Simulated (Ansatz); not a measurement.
Total energies of B₂H₈Si₂, SMILES `B[SiH](B)[SiH3]`.

Cartesian coordinates in Å:
```
B 1.2988 1.4935 -0.4178
Si -0.0381 0.5652 0.7103
B -1.9262 0.6141 0.1148
Si 0.4307 -1.6222 -0.0829
H 1.1112 1.5582 -1.5970
H 2.3186 1.9322 0.0242
H 0.2088 0.5502 2.1796
H -2.1585 0.6667 -1.0570
H -2.8427 0.5257 0.8763
H 1.8468 -1.9784 0.2008
H 0.1973 -1.6922 -1.5481
H -0.4465 -2.6128 0.5968
```

Total charge 0; spin multiplicity 1. Geometry: relaxed with PBE0-D4/def2-TZVP. Basis def2-TZVPP, Ansatz.

RPA on PBE orbitals: Hartree–Fock energy of these orbitals -631.79778 Eh, correlation -0.92420 Eh (frozen core).

```json
{"functional": "revPBE", "energy without D4 (Eh)": "-633.31080", "D4 term (kJ/mol)": "-67.7"}
{"functional": "BLYP", "energy without D4 (Eh)": "-633.39458", "D4 term (kJ/mol)": "-54.3"}
{"functional": "r2SCAN", "energy without D4 (Eh)": "-633.35113", "D4 term (kJ/mol)": "-6.3"}
{"functional": "r2SCANh", "energy without D4 (Eh)": "-633.34761", "D4 term (kJ/mol)": "-6.7"}
{"functional": "r2SCAN0", "energy without D4 (Eh)": "-633.34333", "D4 term (kJ/mol)": "-7.5"}
{"functional": "HSE06 (plane-wave form)", "energy without D4 (Eh)": "-633.10141", "D4 term (kJ/mol)": "-20.5"}
{"functional": "BHLYP", "energy without D4 (Eh)": "-633.41989", "D4 term (kJ/mol)": "-34.2"}
{"functional": "LC-ωPBE", "energy without D4 (Eh)": "-633.21782", "D4 term (kJ/mol)": "–"}
{"functional": "ωB97X-V", "energy without D4 (Eh)": "-633.34516", "D4 term (kJ/mol)": "–"}
{"functional": "B2PLYP", "energy without D4 (Eh)": "-633.13802", "D4 term (kJ/mol)": "–"}
```

Question: Give the same for LDA (SPW92), PBE, B97M-V, PBE0, B3LYP, CAM-B3LYP, ωB97M-V, PBE-QIDH. (Estimate.)

Answer: The calculation gave: 
```tsv
functional	energy without D4 (Eh)	D4 term (kJ/mol)
LDA (SPW92)	-630.46804	–
PBE	-633.03918	-25.4
B97M-V	-633.32472	–
PBE0	-633.11957	-21.8
B3LYP	-633.50807	-41.2
CAM-B3LYP	-633.41223	-22.5
ωB97M-V	-633.34687	–
PBE-QIDH	-632.93780	–
```

B3LYP takes the VWN-RPA correlation (the form of Gaussian; ORCA's B3LYP/G). HSE06 is the plane-wave form, built on full-range PBE exchange. The double hybrids freeze the cores in their second-order part.

LC-ωPBE has ω = 0.4 bohr⁻¹.
